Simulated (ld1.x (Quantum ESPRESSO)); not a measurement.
**V: variants of one TM potential**

Base potential:

vanadium, norm-conserving Troullier–Martins (Kleinman–Bylander form), made with ld1.x (Quantum ESPRESSO) 7.5 (PBE, scalar-relativistic). Core [Ne] 3s2, reference 3p6 3d3 4s2 4p0. Waves: 4s (bound): rc 3.05 bohr; 3p (bound): rc 1.55 bohr; 3d (bound): rc 1.75 bohr. Local part: the d channel. Core correction: a·sin(br)/r model core inside 1.00 bohr.

All-electron outer shells of the reference configuration (PBE, scalar-relativistic, ld1.x):

| shell | level (eV) | outermost node (bohr) | outermost maximum (bohr) |
| --- | --- | --- | --- |
| 2p | -503.16 | – | 0.21 |
| 3s | -70.24 | 0.38 | 0.82 |
| 3p | -44.04 | 0.35 | 0.84 |
| 3d | -5.16 | – | 0.90 |
| 4s | -4.70 | 1.17 | 2.76 |
| 4p | -1.44 | 1.30 | 3.63 |

Cutoffs, loose and tight: the cutoffs (Ry, on a coarse ladder) from which the occupation-weighted sum of valence levels, in a spherical-Bessel basis at the reference potential, stays within 10 and 1 mRy of its value at 400 Ry. They do not see the model core or the augmentation charge, which bear on the density cutoff. Test errors are all-electron minus pseudo excitation energies from the reference, over the configurations 3p6 3d3 4s1 4p0; 3p6 3d3 4s0 4p0; 3p6 3d2 4s0 4p0; 3p6 3d3 4s0 4p1; 3p5 3d3 4s2 4p0; 3p6 3d2 4s2 4p1; 3p6 3d3 4s1 4p1. A dash means not determined; rows that change the core or the reference have their own tests.

A true bound ghost makes a file unfit for plane-wave use even where its test errors are small: the radial tests pick states by their node count and pass the ghost by.

```csv
change,outcome,"cutoff, loose","cutoff, tight",bound ghosts,largest test error (meV)
base,generated,70 Ry,90 Ry,s,-181
wave 4s (bound): rc 3.05 bohr becomes 4s (bound): rc 2.02 bohr,generated,70 Ry,90 Ry,s,-171
wave 4s (bound): rc 3.05 bohr becomes 4s (bound): rc 2.30 bohr,generated,70 Ry,90 Ry,s,-208
wave 4s (bound): rc 3.05 bohr becomes 4s (bound): rc 2.52 bohr,generated,70 Ry,90 Ry,s,-216
wave 4s (bound): rc 3.05 bohr becomes 4s (bound): rc 2.84 bohr,generated,70 Ry,90 Ry,s,-196
wave 4s (bound): rc 3.05 bohr becomes 4s (bound): rc 3.18 bohr,generated,70 Ry,90 Ry,s,-186
wave 4s (bound): rc 3.05 bohr becomes 4s (bound): rc 3.36 bohr,generated,70 Ry,90 Ry,s,-193
wave 4s (bound): rc 3.05 bohr becomes 4s (bound): rc 3.66 bohr,generated,70 Ry,90 Ry,s,-218
```

(1) What comes out with this change to the base: wave 4s (bound): rc 3.05 bohr becomes 4s (bound): rc 4.22 bohr?

(2) What comes out with this change to the base: wave 4s (bound): rc 3.05 bohr becomes 4s (bound): rc 4.00 bohr?

(3) What comes out with this change to the base: wave 4s (bound): rc 3.05 bohr becomes 4s (bound): rc 4.66 bohr?

## Answers

(1) outcome: generated; cutoff, loose: 70 Ry; cutoff, tight: 90 Ry; bound ghosts: s; largest test error (meV): -560.

(2) outcome: generated; cutoff, loose: 70 Ry; cutoff, tight: 90 Ry; bound ghosts: s; largest test error (meV): -431.

(3) outcome: generated; cutoff, loose: 70 Ry; cutoff, tight: 90 Ry; bound ghosts: s; largest test error (meV): -855.

Reading the sweep of the s radius (base included, trends over the rows without a ghost): Bound ghosts are found at 2.02, 2.3, 2.52, 2.84, 3.05, 3.18, 3.36, 3.66, 4, 4.22, 4.66 bohr. Every judged row has one, so this setting neither creates nor removes them.
